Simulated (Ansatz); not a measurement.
Computed with Ansatz on PBE0-D4/def2-TZVP structures; ΔE is electronic, products minus reactants. CCSD(T)/CBS is the MP2 limit (def2-TZVPP, def2-QZVPP) plus CCSD(T) − MP2 in def2-TZVPP, frozen cores. This one scheme is used for every species. Functionals use def2-TZVPP. B3LYP here is the variant with VWN-RPA as its local correlation; programs differ in this. HSE06 is defined as in plane-wave codes.

Reaction (hydrogenolysis of the Al–F bond): `[CH3][Al]([CH3])[F]` + H₂ → `[CH3][AlH][CH3]` + H–F

(1) Is it downhill or uphill in electronic energy at CCSD(T)/CBS, and by how much? (Estimate.)

(2) What do these levels give: B3LYP-D4, HSE06-D4, B2PLYP, B3LYP, r2SCAN0, CCSD(T)/def2-SVP? (Best estimate.)

Largest T1 diagnostic among the species: 0.011.

Answers

(1) Ansatz gave: Uphill: ΔE = +180.0 kJ/mol.

(2) Ansatz gave: B3LYP-D4 183.7, HSE06-D4 172.0, B2PLYP 184.5, B3LYP 182.4, r2SCAN0 182.1, CCSD(T)/def2-SVP 180.8 kJ/mol.

In def2-TZVPP, CCSD(T) changes the Hartree–Fock value by +5.2 kJ/mol (the triples alone add +1.8 kJ/mol) and MP2 by +11.2 kJ/mol. From BLYP to BHLYP (50 % exact exchange), in def2-TZVPP and without D4, ΔE moves by −4.5 kJ/mol.
